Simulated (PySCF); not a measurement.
**Heteronuclear NMR**

Molfile (atoms numbered from 1):
```
C6H14O2Si
     RDKit          3D

 23 22  0  0  0  0  0  0  0  0999 V2000
    1.6744    1.6792    0.0711 C   0  0  0  0  0  0  0  0  0  0  0  0
    0.8706    0.0238    0.5302 Si  0  0  2  0  0  4  0  0  0  0  0  0
    1.5350   -1.1980   -0.4245 O   0  0  0  0  0  0  0  0  0  0  0  0
    2.7997   -1.5147   -0.3618 C   0  0  0  0  0  0  0  0  0  0  0  0
    3.6084   -1.0238    0.3673 O   0  0  0  0  0  0  0  0  0  0  0  0
   -0.9857   -0.0772    0.0753 C   0  0  0  0  0  0  0  0  0  0  0  0
   -1.7384    1.0285    0.8134 C   0  0  0  0  0  0  0  0  0  0  0  0
   -1.5631   -1.4314    0.4950 C   0  0  0  0  0  0  0  0  0  0  0  0
   -1.1978    0.1006   -1.4305 C   0  0  0  0  0  0  0  0  0  0  0  0
    1.2876    2.4934    0.6753 H   0  0  0  0  0  0  0  0  0  0  0  0
    1.5039    1.9296   -0.9737 H   0  0  0  0  0  0  0  0  0  0  0  0
    2.7481    1.6321    0.2269 H   0  0  0  0  0  0  0  0  0  0  0  0
    1.0974   -0.3397    1.9299 H   0  0  0  0  0  0  0  0  0  0  0  0
    3.0431   -2.3165   -1.0832 H   0  0  0  0  0  0  0  0  0  0  0  0
   -1.3748    2.0088    0.5162 H   0  0  0  0  0  0  0  0  0  0  0  0
   -2.8036    0.9782    0.5915 H   0  0  0  0  0  0  0  0  0  0  0  0
   -1.6097    0.9317    1.8884 H   0  0  0  0  0  0  0  0  0  0  0  0
   -1.0475   -2.2429   -0.0128 H   0  0  0  0  0  0  0  0  0  0  0  0
   -1.4626   -1.5791    1.5680 H   0  0  0  0  0  0  0  0  0  0  0  0
   -2.6215   -1.4869    0.2416 H   0  0  0  0  0  0  0  0  0  0  0  0
   -0.6607   -0.6646   -1.9860 H   0  0  0  0  0  0  0  0  0  0  0  0
   -2.2573    0.0193   -1.6726 H   0  0  0  0  0  0  0  0  0  0  0  0
   -0.8501    1.0767   -1.7619 H   0  0  0  0  0  0  0  0  0  0  0  0
  1  2  1  0
  2  3  1  0
  3  4  1  0
  4  5  2  0
  2  6  1  0
  6  7  1  0
  6  8  1  0
  6  9  1  0
  1 10  1  0
  1 11  1  0
  1 12  1  0
  2 13  1  1
  4 14  1  0
  7 15  1  0
  7 16  1  0
  7 17  1  0
  8 18  1  0
  8 19  1  0
  8 20  1  0
  9 21  1  0
  9 22  1  0
  9 23  1  0
M  END
```

[PySCF 2.14: GFN2-xTB structure; σ from GIAO-PBE0/pcSseg-1; fast rotation and ring inversion assumed for equivalent nuclei; a single conformation; non-relativistic Hamiltonian; no solvent]

(1) What are the ²⁹Si shifts?

(2) What are the ¹⁷O shifts?

## Answers

(1) 
| atoms | environment | σ (ppm) | δ (ppm) |
| --- | --- | --- | --- |
| Si2 | silicon bonded to 2 C, O, H | 339.3 | 1.1 |

Shieldings were converted by a linear fit to measured shifts: ²⁹Si (scatter 8.9 ppm rms, 25.8 ppm with the 6 outliers that the fit left out vs TMS, solution or neat liquid). Occasional misses reach two or three times the rms, and more in compound classes unlike the fitted ones.

On a 400 MHz spectrometer ²⁹Si resonates near 79.5 MHz, so 1 ppm is 79.5 Hz.

(2) 
| atoms | environment | σ (ppm) | δ (ppm) |
| --- | --- | --- | --- |
| O5 | carbonyl oxygen | -127.4 | 382.7 |
| O3 | oxygen bonded to C, Si | 124.4 | 153.4 |

Shieldings were converted by a linear fit to measured shifts: ¹⁷O (scatter 10.7 ppm rms, 12.2 ppm with the 3 outliers that the fit left out vs liquid water, solution or neat liquid). Occasional misses reach two or three times the rms, and more in compound classes unlike the fitted ones.

On a 400 MHz spectrometer ¹⁷O resonates near 54.2 MHz, so 1 ppm is 54.2 Hz.
